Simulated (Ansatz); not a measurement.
A structure relaxed at PBE0-D4/def2-TZVP, charge 0, multiplicity 1:

```
atom    x (Å)    y (Å)    z (Å)
  C1  -2.3540   0.4723   0.3205
 As2  -1.2034  -1.1228   0.4214
  B3   0.5667  -0.4138  -0.0462
  C4   1.4286   0.4275  -0.9934
  C5   2.0908  -0.5475  -0.0153
  H6  -2.0002   1.2759   0.9625
  H7  -2.3549   0.8109  -0.7154
  H8  -3.3689   0.1940   0.6027
  H9  -1.0209  -1.2114   1.9245
 H10   1.4580   0.1856  -2.0521
 H11   1.5512   1.4901  -0.8026
 H12   2.6461  -0.1232   0.8165
 H13   2.5609  -1.4378  -0.4231
```

**Question.** Give its formula and SMILES.

**Answer.** C3H8AsB, `C[AsH]B1CC1`.

**Question.** Point group (tolerance 0.08 Å, 0.16 Å for H)?

**Answer.** C1.

**Question.** Summarise the bond lengths by kind.

**Answer.** 1 × As–C 1.969 Å; 7 × C–H 1.086 to 1.090 Å; 1 × As–B 1.963 Å; 1 × As–H 1.517 Å; 2 × B–C 1.530 to 1.532 Å; 1 × C–C 1.532 Å.

Program: Ansatz 0.2.0.
